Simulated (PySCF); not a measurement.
Compound: C₃H₇BF₃N.
InChI=1S/C3H7BF3N/c5-2-3(6,7)1-4-8/h4H,1-2,8H2

Torsions of this conformer, `[NH2:1][BH:2][CH2:3][C:4]([F:5])([F:6])[CH2:7][F:8]`: N1–B2–C3–C4 0°, B2–C3–C4–F5 58°, C3–C4–C7–F8 180°, H–N1–B2–C3 0°, H–N1–B2–C3 180°.

The closed-shell ground state was solved at several levels (PySCF, density fitting, gas phase, non-relativistic). Geometry: GFN2-xTB, one conformer, isolated molecule.

```tsv
level	basis functions	HOMO (eV)	LUMO (eV)	gap (eV)	dipole (D)
B3LYP/pcJ-1	286	-8.38	0.36	8.74	2.21
PBE0/def2-SVPD	225	-8.74	0.33	9.07	2.33
```

(1) What might PBE0/pcSseg-1 (171 basis functions) give for the same quantities?

(2) Over all these levels, which gives the widest orbital gap and which the narrowest?

(3) How far do the dipole and the HOMO energy spread over the levels?

## Answers

(1) HOMO -8.67 eV, LUMO 0.57 eV, gap 9.24 eV, dipole 2.24 D.

(2) PBE0/pcSseg-1 (global hybrid, 25 % exact exchange) has the widest, 9.24 eV, and B3LYP/pcJ-1 (global hybrid, 20 % exact exchange) the narrowest, 8.74 eV. Functional and basis both differ between the two, so the spread mixes both effects.

(3) The dipole runs from 2.21 to 2.33 D (mean 2.26 D) and the HOMO from -8.74 to -8.38 eV.
